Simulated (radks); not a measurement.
Ho, configuration [Xe] 4f11 6s1.5 6p0.5 (fractional occupations, a model configuration). Method: scalar-relativistic Kohn-Sham, PBE, spin-polarised, spherical densities, point nucleus; open shells are filled with parallel spins first (spin-orbit coupling, left out, can overturn this in heavy ions); computed with a radial shooting solver on a logarithmic mesh with Libxc functionals.

Unscreened Slater integrals over Kohn-Sham orbitals (cm^-1). They are taken over the spin-up orbitals.

F0(6p,6p): 35322
F2(6p,6p): 18820
F0(6p,6s): 40406
G1(6p,6s): 23398
F0(6p,4f): 46776
F2(6p,4f): 3991.8
G2(6p,4f): 1014.5
G4(6p,4f): 885.46
F0(6p,5p): 45682
F2(6p,5p): 7671.5
G0(6p,5p): 1341.5
G2(6p,5p): 1729.6
F0(6s,6s): 49579
F0(6s,4f): 64849
G3(6s,4f): 2096.4
F0(6s,5p): 62470
G1(6s,5p): 4251.4
F0(4f,4f): 248050
F2(4f,4f): 114450
F4(4f,4f): 71189
F6(4f,4f): 51048
F0(4f,5p): 156420
F2(4f,5p): 53320
G2(4f,5p): 29160
G4(4f,5p): 22017
F0(5p,5p): 130750
F2(5p,5p): 69978

Derived for the open shells (J is the average intra-shell exchange parameter used in DFT+U). 4f: F4/F2 = 0.622, F6/F2 = 0.446, J = (286 F2 + 195 F4 + 250 F6)/6435 = 9227 cm^-1. 6p: J = F2/5 = 3764 cm^-1.
